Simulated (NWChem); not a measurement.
System: C₂H₄O₂Si; SMILES O[Si@@H]1C=CO1

```xyz
9

O     -0.0209     1.8991    -0.4130
Si     0.0730     0.4821     0.4199
C      1.1181    -0.9386    -0.0965
C     -0.0717    -1.5621    -0.2574
O     -1.1207    -0.7133    -0.0288
H      0.0888     1.8529    -1.3681
H     -0.0504     0.8647     1.8429
H      2.1199    -1.3507    -0.1846
H     -0.3261    -2.5996    -0.5113
```
Atoms are numbered in this order, from 1.

All runs: NWChem. Structure relaxed at the PBE0/def2-SVP level.

**Question.** What does the run give for CAM-B3LYP/def2-TZVP? Quantities: highest occupied level (eV); orbital gap (eV); dipole (D).

**Answer.** The highest occupied level (eV) is -8.30 and the orbital gap (eV) comes out as 9.01. The dipole (D) is 1.87.
